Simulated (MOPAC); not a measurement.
Input file for MOPAC: PM7 on CH3I (SMILES CI).

```
PM7 1SCF PRECISE CHARGE=0 THREADS=1
CH3I

C     -1.92127765 1     0.35523479 1     3.33690883 1
I     -0.27238339 1    -0.95017105 1     3.80882752 1
H     -2.50357481 1    -0.12974691 1     2.56225104 1
H     -2.49789993 1     0.49074389 1     4.24442621 1
H     -1.50046254 1     1.29077138 1     2.98747393 1
```

The log:

```
*******************************************************************************
 **                                                                           **
 **                              MOPAC v23.2.5                                **
 **                                                                           **
 *******************************************************************************
 ** MOPAC's Digital Object Identifier: https://doi.org/10.5281/zenodo.6511958 **
 **                                                                           **
 ** Please cite the open-source release paper for use of this MOPAC version:  **
 ** J. E. Moussa and J. J. P. Stewart (2026)                                  **
 ** MOPAC: An open-source semiempirical molecular orbital program             **
 ** J. Open Source Softw., 11(119), 8025, https://doi.org/10.21105/joss.08025 **
 *******************************************************************************

                              PM7 CALCULATION RESULTS

 *******************************************************************************
 *  PM7        - The PM7 Hamiltonian to be used
 *
 *
 *
 *                 CHARGE ON SYSTEM = 0
 *
 *
 *
 *  PRECISE    - TIGHTER CRITERIA TO BE USED
 *  1SCF       - DO 1 SCF AND THEN STOP
 *  THREADS=1  - MULTI-THREADING NOT USED
 *  T=         - A TIME OF 172800.0 SECONDS REQUESTED
 *  DUMP=N     - RESTART FILE WRITTEN EVERY 7200.0 SECONDS REQUESTED
 *******************************************************************************
PM7 1SCF PRECISE CHARGE=0 THREADS=1
 CH3I

   ATOM   CHEMICAL          X               Y               Z
  NUMBER   SYMBOL      (ANGSTROMS)     (ANGSTROMS)     (ANGSTROMS)

     1       C         -1.92127765  *   0.35523479  *   3.33690883  *
     2       I         -0.27238339  *  -0.95017105  *   3.80882752  *
     3       H         -2.50357481  *  -0.12974691  *   2.56225104  *
     4       H         -2.49789993  *   0.49074389  *   4.24442621  *
     5       H         -1.50046254  *   1.29077138  *   2.98747393  *



          CARTESIAN COORDINATES

    NO.       ATOM           X           Y           Z

     1         C         -1.9213      0.3552      3.3369
     2         I         -0.2724     -0.9502      3.8088
     3         H         -2.5036     -0.1297      2.5623
     4         H         -2.4979      0.4907      4.2444
     5         H         -1.5005      1.2908      2.9875

 General Reference for PM7:
 "Optimization of Parameters for Semiempirical Methods VI: More Modifications to the
 NDDO Approximations and Re-optimization of Parameters", J. J. P. Stewart, J. Mol. Mod., 1:32, 19 (2013)
 https://link.springer.com/article/10.1007/s00894-012-1667-x

           Empirical Formula: C H3 I  =     5 atoms



      MOLECULAR POINT GROUP   :   C3v


      RHF CALCULATION, NO. OF DOUBLY OCCUPIED LEVELS = 7


 -------------------------------------------------------------------------------
 PM7 1SCF PRECISE CHARGE=0 THREADS=1
 CH3I



     1SCF WAS SPECIFIED, SO BFGS WAS NOT USED
     SCF FIELD WAS ACHIEVED


                              PM7 CALCULATION
                                                       MOPAC v23.2.5 Linux




          FINAL HEAT OF FORMATION =          3.83005 KCAL/MOL =      16.02491 KJ/MOL


          COSMO AREA              =         91.17 SQUARE ANGSTROMS
          COSMO VOLUME            =         76.20 CUBIC ANGSTROMS

          IONIZATION POTENTIAL    =          9.042954 EV
          HOMO LUMO ENERGIES (EV) =         -9.043  0.561
          NO. OF FILLED LEVELS    =          7
          MOLECULAR WEIGHT        =        141.9392         POINT GROUP:  C3v

          MOLECULAR DIMENSIONS (Angstroms)

            Atom       Atom       Distance
            H     4    I     2     2.68680
            H     3    H     5     1.79023
            H     3    H     4     1.43267


          SCF CALCULATIONS        =          1





   ATOM   CHEMICAL          X               Y               Z
  NUMBER   SYMBOL      (ANGSTROMS)     (ANGSTROMS)     (ANGSTROMS)

     1       C         -1.92127765  *   0.35523479  *   3.33690883  *
     2       I         -0.27238339  *  -0.95017105  *   3.80882752  *
     3       H         -2.50357481  *  -0.12974691  *   2.56225104  *
     4       H         -2.49789993  *   0.49074389  *   4.24442621  *
     5       H         -1.50046254  *   1.29077138  *   2.98747393  *

                             CARTESIAN COORDINATES

   1    C       -1.921277650     0.355234790     3.336908830
   2    I       -0.272383390    -0.950171050     3.808827520
   3    H       -2.503574810    -0.129746910     2.562251040
   4    H       -2.497899930     0.490743890     4.244426210
   5    H       -1.500462540     1.290771380     2.987473930


           Empirical Formula: C H3 I  =     5 atoms



      MOLECULAR POINT GROUP   :   C3v


                  EIGENVALUES
 -26.41555 -21.34310 -15.08896 -15.07558 -11.63473  -9.04355  -9.04295   0.56140
   4.98719   4.99470   5.85062 123.30398 123.30415 123.37482 123.37487 123.55260


              NET ATOMIC CHARGES AND DIPOLE CONTRIBUTIONS

  ATOM NO.   TYPE          CHARGE      No. of ELECS.   s-Pop       p-Pop       d-Pop
    1          C          -0.439679        4.4397     1.09416     3.34552
    2          I          -0.053753        7.0538     1.92657     5.11999     0.00720
    3          H           0.164400        0.8356     0.83560
    4          H           0.164631        0.8354     0.83537
    5          H           0.164401        0.8356     0.83560
 DIPOLE           X         Y         Z       TOTAL
 POINT-CHG.    -1.009     0.800    -0.292     1.320
 HYBRID        -0.498     0.395    -0.144     0.651
 SUM           -1.507     1.195    -0.436     1.972


          ATOMIC ORBITAL ELECTRON POPULATIONS

     Atom    s        px        py        pz      x^2-y^2     xz        z^2       yz        xy
    1  C   1.09416   1.05966   1.10799   1.17787
    2  I   1.92657   1.48567   1.67735   1.95698   0.00130   0.00113   0.00099   0.00067   0.00311
    3  H   0.83560
    4  H   0.83537
    5  H   0.83560

 **********************
 *                    *
 * JOB ENDED NORMALLY *
 *                    *
 **********************




 == MOPAC DONE ==
```

The run finished.

Cost: very roughly 0.020 core-seconds.
